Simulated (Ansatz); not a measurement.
ClFH5NSi2 (`F[SiH2]N[SiH2]Cl`), relaxed with RKS PBE0-D4/def2-TZVP in Ansatz from a GFN2-xTB geometry. The force threshold is 0.005 eV/Å; the program also tests the step.

Total charge 0; spin multiplicity 1.

Start:

```xyz
10

F    -2.259    1.170    1.105
Si   -1.530    0.205    0.043
N     0.140    0.351    0.470
Si    1.565   -0.341   -0.217
Cl    0.949   -1.586   -1.660
H    -1.809    0.768   -1.267
H    -2.041   -1.131    0.296
H     0.309    0.970    1.247
H     2.280   -1.105    0.802
H     2.396    0.699   -0.819
```

```csv
step,energy (eV),largest force (eV/Å),largest move (Å)
1,-32558.5692,1.205,0.000
2,-32558.6546,0.383,0.046
3,-32558.6617,0.126,0.043
4,-32558.6637,0.104,0.029
5,-32558.6648,0.107,0.020
6,-32558.6665,0.039,0.082
7 (rejected),-32558.6636,0.580,0.195
8,-32558.6688,0.038,0.098
9,-32558.6717,0.205,0.098
10,-32558.6732,0.666,0.147
11,-32558.6795,0.642,0.085
12,-32558.7079,0.266,0.200
13,-32558.7214,0.713,0.162
14,-32558.7435,0.679,0.195
15,-32558.7631,0.761,0.195
16,-32558.8020,0.205,0.200
17,-32558.8216,0.086,0.200
18,-32558.8274,0.191,0.195
19,-32558.8312,0.111,0.039
20,-32558.8339,0.135,0.074
21,-32558.8353,0.042,0.039
22,-32558.8360,0.052,0.031
23,-32558.8363,0.048,0.022
24,-32558.8365,0.027,0.024
25,-32558.8365,0.006,0.014
26,-32558.8365,0.004,0.002
```

End:

```xyz
10

F    -1.717    1.850    0.844
Si   -1.495    0.441    0.122
N    -0.008   -0.275    0.579
Si    1.475   -0.244   -0.282
Cl    1.833   -2.014   -1.272
H    -1.455    0.697   -1.333
H    -2.620   -0.420    0.547
H    -0.009   -0.798    1.445
H     2.611   -0.062    0.646
H     1.385    0.826   -1.296
```

Hardware: 2 threads of an AMD EPYC 7R13 on a shared host and a share of an NVIDIA H100 80 GB. Wall time 33 s, peak host memory 0.9 GiB.
